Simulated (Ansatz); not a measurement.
`[CH3][SbH][C](C)=O` and `C[C](=O)[SnH3]` differ in one atom or group.

Ansatz, PBE0-D4/def2-TZVP geometries, multiplicity 1. Each molecule was computed in one conformer, which needn't be the lowest.

Elements past krypton have def2 core potentials.

```tsv
property	`[CH3][SbH][C](C)=O`
size of the dipole moment (B3LYP/def2-TZVPP) / D	1.71
LUMO energy (B3LYP/def2-TZVPP) / eV	-1.12
HOMO energy (PBE0/def2-TZVPP) / eV	-6.39
HOMO energy (ωB97M-V/def2-TZVPP) / eV	-8.47
LUMO energy (PBE0/def2-TZVPP) / eV	-0.88
HOMO energy (PBE/def2-TZVPP) / eV	-5.24
```

Task: What does the change do to each property? (Estimate.)

Result: Ansatz gave: 
| property | `C[C](=O)[SnH3]` | shift |
| --- | --- | --- |
| size of the dipole moment (B3LYP/def2-TZVPP) / D | 2.31 | 0.60 |
| LUMO energy (B3LYP/def2-TZVPP) / eV | -1.31 | -0.19 |
| HOMO energy (PBE0/def2-TZVPP) / eV | -6.68 | -0.29 |
| HOMO energy (ωB97M-V/def2-TZVPP) / eV | -8.86 | -0.39 |
| LUMO energy (PBE0/def2-TZVPP) / eV | -1.05 | -0.17 |
| HOMO energy (PBE/def2-TZVPP) / eV | -5.42 | -0.18 |

With PBE0 the HOMO falls by 0.29 eV and the LUMO falls by 0.17 eV, so the gap widens by about 0.12 eV. PBE moves the HOMO by -0.18 eV and ωB97M-V by -0.39 eV. Dipoles are sizes alone; their direction can turn.

B3LYP here is the variant with VWN-RPA as its local correlation; programs differ in this.
